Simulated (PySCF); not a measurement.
# Vertical excitation energies

Compound: SnI4.
SMILES: `[I][Sn]([I])([I])[I]`

Theory: TDDFT wB97X-D/def2-SVPD, vertical, gas phase, core orbitals frozen in the response, def2 core potentials past Kr in PySCF. Isolated species at its PBE0-D3(BJ)/def2-SVP geometry, gas phase. Spin–orbit coupling is left out.

```tsv
state	E (eV)	E (kJ/mol)	λ (nm)	f	symmetry	main configurations (H = HOMO, L = LUMO)
S1	3.35	323	370.5	0.0000	–	H-2/H-1/H→L (≥95%)
S2	3.35	323	370.2	0.0000	–	H-2/H-1/H→L (≥95%)
S3	3.35	323	369.9	0.0000	–	H-2/H-1/H→L (≥95%)
S4	3.80	367	326.2	0.057	T2	H-3→L (74%), H-5→L (18%)
S5	3.80	367	326.2	0.057	T2	H-4→L (57%), H-5→L (27%), H-3→L (8%)
S6	3.80	367	325.9	0.058	T2	H-5→L (48%), H-4→L (35%), H-3→L (10%)
S7	3.88	374	319.9	0.0002	–	H-6→L (94%)
S8	3.88	374	319.5	0.0001	–	H-7→L (94%)
```

Triplets (Tamm–Dancoff): T1 3.03 eV, H-2/H-1/H→L (≥92%); T2 3.03 eV, H-2/H-1/H→L (≥91%); T3 3.03 eV, H-2/H-1/H→L (≥92%).

The lowest singlet level (S1/S2/S3) lies at 3.35 eV (371 nm, ultraviolet) and is dark (f under 0.0005). The strongest level in the table is S4/S5/S6 at 3.80 eV (326 nm, f = 0.173 summed). S1/S2/S3, S4/S5/S6 and S7/S8 lie within about 0.01 eV of each other in each set; the point group Td has degenerate representations, and within a degenerate level the listed configurations can mix freely. Löwdin shares by element: HOMO (one of a set within 0.03 eV) iodine 100%; LUMO iodine 59% or more, tin 21% (atoms not listed hold the other 20%). The listed states span 0.53 eV, and the widest gap between neighbours is 0.45 eV (S3 to S4). Of the 8 states listed, 3 reach f = 0.01 and 5 stay under 0.0005. No computed singlet lies in the visible range (380 to 750 nm); the lowest, at 371 nm, stands 0.08 eV above its violet end (3.26 eV); a Tamm–Dancoff triplet lies at 409 nm, without intensity as long as spin–orbit coupling is left out. Symmetry labels in Td follow from the direction of the transition dipole and are given only for states with f of 0.002 or more. Orbitals of the list HOMO-3 to LUMO+2 that lie within 0.01 eV of each other are written together with a slash and their weights summed (≥ marks a lower bound); for degenerate orbitals outside that list single weights are arbitrary. Singlets were solved by full linear response, triplets in the Tamm–Dancoff approximation. The highest level found (5.70 eV, f 0.112 so far) is left out, since the window may have cut off a degenerate partner.
